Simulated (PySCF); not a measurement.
**[OsOF3]+ at several levels of theory**

Computed with PySCF 2.14.0 (density fitting, no spin-orbit coupling) at the geometry relaxed with r2SCAN:

```xyz
5
[OsOF3]+ (triplet)
Os   -0.0633    0.0881    0.0398
O     0.9120    1.0381    0.9824
F    -0.8183   -1.2588    1.0017
F     0.6889   -1.0967   -1.1294
F    -0.8139    1.0370   -1.3191
```

| level | basis | state | HOMO (eV) | gap (eV) | charge on Os1 (e) | dipole about the centre of mass (D) | largest force component (eV/Å) |
| --- | --- | --- | --- | --- | --- | --- | --- |
| r2SCAN | Os def2-SVP with ECP60, O def2-SVP, F def2-SVP | triplet | -15.00 | 1.78 | 1.61 | 1.09 | 0.06 |
| wB97X | the same | triplet | -18.98 | 8.59 | 1.65 | 1.31 | 1.00 |
| BP86 | the same | triplet | -14.43 | 1.14 | 1.45 | 0.94 | 0.54 |
| BLYP | the same | triplet | -14.16 | 1.12 | 1.43 | 0.93 | 0.89 |
| r2SCAN | Os def2-TZVP with ECP60, O def2-TZVP, F def2-TZVP | triplet | -14.87 | 1.84 | 1.69 | 1.11 | 0.28 |
| r2SCAN | Os x2c-SVPall, O x2c-SVPall, F x2c-SVPall | triplet | -15.24 | 1.57 | 1.46 | 1.07 | 0.54 |

HOMO and gap are taken over both spins. Charges are Mulliken's, which hang on the basis. The relaxation used the grid (50, 194), these runs (75, 302) or, all-electron (x2c bases, spin-free X2C Hamiltonian), (99, 590).

Q: What does CAM-B3LYP with Os def2-SVP with ECP60, O def2-SVP, F def2-SVP give here?

A: state triplet, HOMO (eV) -17.96, gap (eV) 6.53, charge on Os1 (e) 1.62, dipole about the centre of mass (D) 1.27, largest force component (eV/Å) 0.68. Time: 6.7 s on 2 threads of Arm Neoverse V1 (shared host), from an already converged density.

No frequency check is given that shows the relaxed geometry to be a minimum. Open shells may have lower solutions than the one found.
